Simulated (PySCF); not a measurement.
H₂Se, SMILES [SeH2]. Atoms are numbered in the order given.

```xyz
3

Se     0.0000     0.0000     0.0566
H      0.0000    -1.0493    -0.9621
H      0.0000     1.0493    -0.9621
```
Charge 0, spin multiplicity 1.

The structure is a stationary point at ωB97X-D3(BJ)/def2-TZVPD.

Calculation: M06-2X/def2-TZVPD run with PySCF.

The molecule is in vacuum.

The total energy is -2402.76601 hartree, the point group comes out as C2v and the highest occupied level is -8.27 eV. The lowest empty level comes out as 0.31 eV. The orbital gap comes out as 8.58 eV and the dipole moment is 0.75 D. The quadrupole, principal values (traceless, Buckingham form, about the centre of nuclear charge) is -4.23, 1.22, 3.01 D·Å, the mean static polarisability is 31.1 bohr³ (4.61 Å³) and the polarisability, principal values is 30.7, 30.9, 31.7 bohr³.
